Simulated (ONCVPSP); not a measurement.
**Before and after: ONCV potential for argon**

ONCVPSP 4.0.1 input, shortened (lines: element, Z, core and valence counts, functional; n l f; lmax; l rc ep ncon nbas qcut; lloc lpopt rc5 dvloc0; l nproj debl; icmod fcfact rcfact), PBEsol, scalar-relativistic:

```
  Ar 18.00    3    2  -116133      upf
    1    0    2.00
    2    0    2.00
    2    1    6.00
    3    0    2.00
    3    1    6.00
    1
    0    1.10    0.00    4    8    7.40
    1    1.45    0.00    4    7    4.90
    4    5    0.90    3.00
    0    2    1.10
    1    1    1.20
    3    1.50    1.25
```

All-electron outer shells of the reference configuration (PBEsol, scalar-relativistic, ld1.x):

```csv
shell,level (eV),outermost node (bohr),outermost maximum (bohr)
2s,-296.45,0.12,0.34
2p,-229.66,–,0.28
3s,-24.20,0.52,1.17
3p,-10.23,0.49,1.30
```

Change: reference 3s2 3p5. In the s channel the program set the typed energies aside and used -1.345, 0.250 Ha.

Cutoffs: the cutoffs (Ha) at which the residual kinetic energy of the hardest occupied pseudo-wave falls to 1 and 0.1 mHa per electron; they do not see the model core or the augmentation charge, which bear on the density cutoff. Errors are all-electron minus pseudo energies relative to the spin-unpolarised reference configuration.

Question: What does the change do?

Answer: The potential gets harder (20 Ha and 42 Ha → 20 Ha and 50 Ha); both files keep a bound ghost (s).

| quantity | base | changed |
| --- | --- | --- |
| cutoff, loose | 20 Ha | 20 Ha |
| cutoff, tight | 42 Ha | 50 Ha |
| loose cutoff by channel | s 20 Ha, p 9.3 Ha | s 20 Ha, p 9.5 Ha |
| bound ghosts | s | s |
| GHOST(+) flags under 300 eV | none | none |
| largest error over its own tests, meV | +153 | +39 |
| s: phases at 1.12 bohr within 0.05 rad from the reference energy up to (Ha; the scan ends near 5) | to the end of the scan | to the end of the scan |
| p: phases at 1.47 bohr within 0.05 rad from the reference energy up to (Ha; the scan ends near 5) | 3.0 | 2.6 |
| rms error of d²Exc/dni dnj with the model core, mHa | 1.09 | 1.26 |

 A true bound ghost makes a file unfit for plane-wave use even where its test errors are small: the radial tests pick states by their node count and pass the ghost by.
